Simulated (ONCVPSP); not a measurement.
**What one change does to a pseudopotential (Tb, ONCV)**

| Property | Result |
| --- | --- |
| Element | Tb (Z = 65) |
| Generator | ONCVPSP 4.0.1 |
| Type | optimised norm-conserving Vanderbilt (ONCV) |
| Functional | revPBE |
| Relativity | scalar-relativistic |
| Frozen core | [Kr] 4d10 4f8 |
| Valence charge | 11 |
| Reference configuration | 5s2 5p6 5d2 6s1 |
| Partial waves | 5s+6s: rc 1.95 bohr, ncon 3, nbas 7, qcut 5.1 1/bohr, 2 projectors; 5p: rc 1.65 bohr, ncon 3, nbas 6, qcut 5.9 1/bohr, 2 projectors, debl 3.4 Ha; 5d: rc 3.25 bohr, ncon 3, nbas 8, qcut 5.8 1/bohr, 2 projectors, debl 1.5 Ha; f scattering state at 0.04 Ha: rc 2.90 bohr, ncon 4, nbas 9, qcut 3.8 1/bohr, 3 projectors, debl 2.2 Ha |
| Local potential | polynomial inside 1.65 bohr (lpopt 5, dvloc0 6 Ha) |
| Core correction | Teter function, fcfact 6, rcfact 1.6 |

Change: p: qcut 3.5.

Cutoffs: the cutoffs (Ha) at which the residual kinetic energy of the hardest occupied pseudo-wave falls to 1 and 0.1 mHa per electron; they do not see the model core or the augmentation charge, which bear on the density cutoff. Errors are all-electron minus pseudo energies relative to the spin-unpolarised reference configuration.

Question: What does the change do?

Answer: The potential gets harder (15 Ha and 33 Ha → 27 Ha and 55 Ha); both files keep a bound ghost (f); the errors of the 3 common tests hardly move.

```csv
quantity,base,changed
"cutoff, loose",15 Ha,27 Ha
"cutoff, tight",33 Ha,55 Ha
loose cutoff by channel,"s 10 Ha, p 15 Ha, d 7.9 Ha","s 10 Ha, p 27 Ha, d 7.9 Ha"
bound ghosts,f,f
GHOST(+) flags under 300 eV,none,none
"tests counted as reliable (solved cleanly; for ONCVPSP, near-neutral configurations with less than one 5d electron left out)",3 of 4,3 of 4
"error for 5s2 5p6 5d1 6s2, meV [ΔE -1.93 eV]",-7.8,-8.2
"error for 5s2 5p6 5d1 6s1, meV [ΔE 4.74 eV]",-13,-14
"error for 5s2 5p6 5d1 6s0, meV [ΔE 16.86 eV]",-34,-35
s: phases at 1.98 bohr within 0.05 rad from the reference energy up to (Ha; the scan ends near 5),to the end of the scan,to the end of the scan
p: phases at 1.68 bohr within 0.05 rad from the reference energy up to (Ha; the scan ends near 5),to the end of the scan,4.8
d: phases at 3.30 bohr within 0.05 rad from the reference energy up to (Ha; the scan ends near 5),3.4,3.4
f: phases at 2.95 bohr within 0.05 rad from the reference energy up to (Ha; the scan ends near 5),2.8,2.8
"rms error of d²Exc/dni dnj with the model core, mHa",3.29,3.26
```

Base: The cutoffs count occupied waves only; projector 3 of the f channel, the hardest unoccupied one, needs 65 Ha at the loose tolerance. Tests not counted: 5s2 5p6 5d0 6s2 (all-electron energy unsafe for a near-neutral lanthanide with less than one 5d electron, printed error -72 meV). Changed file: Tests not counted: 5s2 5p6 5d0 6s2 (all-electron energy unsafe for a near-neutral lanthanide with less than one 5d electron, printed error -74 meV). A true bound ghost makes a file unfit for plane-wave use even where its test errors are small: the radial tests pick states by their node count and pass the ghost by.
